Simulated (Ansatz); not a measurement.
Stepwise reaction of `O[SiH2]O[SiH2]F` with water, as a gas-phase model of exchange steps in deposition or etching. ΔE in kJ/mol.

Calculated with Ansatz (gas phase, PBE0-D4/def2-TZVP geometries, no zero-point term in ΔE). CCSD(T)/CBS is the MP2 limit (def2-TZVPP, def2-QZVPP) plus CCSD(T) − MP2 in def2-TZVPP, frozen cores. This one scheme is used for every species. Functionals use def2-TZVPP. B3LYP here is the variant with VWN-RPA as its local correlation; programs differ in this. Each species was taken in one conformer, which may not be the lowest.

```json
{"step": "2", "reaction": "`O[SiH](O)O[SiH2]F` + H₂O → `O[Si](O)(O)O[SiH2]F` + H₂", "PBE-D4": "-93.6", "B3LYP-D4": "-101.0", "ωB97M-V": "-101.8", "CCSD(T)/CBS": "-97.9"}
```

Question: Give the row of step 1, `O[SiH2]O[SiH2]F` + H₂O → `O[SiH](O)O[SiH2]F` + H₂. (Estimate.)

Answer: Computed: 
| step | reaction | PBE-D4 | B3LYP-D4 | ωB97M-V | CCSD(T)/CBS |
| --- | --- | --- | --- | --- | --- |
| 1 | `O[SiH2]O[SiH2]F` + H₂O → `O[SiH](O)O[SiH2]F` + H₂ | -95.7 | -102.3 | -103.1 | -100.1 |

Question: By hand: ΔE of the 2 steps together at CCSD(T)/CBS.

Answer: (-100.1) + (-97.9) = -198.0 kJ/mol, or -99.0 kJ/mol a step.

In ΔE the steps differ by no more than 2.2 kJ/mol. All are downhill at CCSD(T)/CBS. PBE-D4 differs from CCSD(T)/CBS by 4.3 to 4.4 kJ/mol a step. Isolated molecules leave out the surface, adducts and barriers. Largest T1 diagnostic: 0.012.
